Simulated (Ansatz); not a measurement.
Compare A (`F[SiH2][O][GeH2][Cl]`) with its isomer B (`[OH][GeH]([F])[SiH2]Cl`).

Program: Ansatz. Geometries: PBE0-D4/def2-TZVP. ΔE: electronic, gas phase. CCSD(T)/CBS is the MP2 limit (def2-TZVPP, def2-QZVPP) plus CCSD(T) − MP2 in def2-TZVPP, frozen cores. DFT in def2-TZVPP. B3LYP here is the variant with VWN-RPA as its local correlation; programs differ in this. For Ge outer-core shells are correlated without core-valence functions, which leaves a few kJ/mol of doubt a bond. Scalar relativity is left out up to krypton. One conformer a species, not always the lowest.

A:

```xyz
9

F     2.111    0.863   -0.424
Si    1.433   -0.574   -0.265
O     0.062   -0.438    0.593
Ge   -1.445    0.475    0.508
Cl   -1.959    0.695   -1.565
H     2.360   -1.430    0.504
H     1.171   -1.081   -1.629
H    -1.218    1.870    1.092
H    -2.514   -0.379    1.186
```

B:

Z-matrix (Å, degrees):
```
Ge
F 1 1.745
Si 1 2.396 2 105.3
O 1 1.764 2 107.6 3 116.9
H 1 1.533 2 106.5 3 -130.0
Cl 3 2.062 1 105.1 2 84.3
H 3 1.483 1 111.6 2 -158.6
H 3 1.481 1 112.3 2 -34.0
H 4 0.962 1 112.6 2 -75.9
```

Question: Which isomer does CCSD(T)/CBS put lower? Give the gap. (Best estimate.)

Answer: Computed: A, by 165.6 kJ/mol.

Question: Give E(B) − E(A) in kJ/mol with PBE0-D4, B3LYP, ωB97M-V, PBE-D4, MP2/def2-TZVPP, CCSD(T)/def2-TZVPP, HF/def2-TZVPP. (Estimate.)

Answer: Computed: PBE0-D4 146.8, B3LYP 161.0, ωB97M-V 163.8, PBE-D4 132.1, MP2/def2-TZVPP 172.9, CCSD(T)/def2-TZVPP 168.2, HF/def2-TZVPP 197.6. None reverses the order clearly.

Largest T1 diagnostic: 0.012.

From PBE to PBE0 (25 % exact exchange), in def2-TZVPP and without D4, E(B) − E(A) moves by +14.6 kJ/mol. In def2-TZVPP, CCSD(T) changes the Hartree–Fock value by −29.3 kJ/mol (the triples alone add −4.6 kJ/mol) and MP2 by −24.6 kJ/mol.
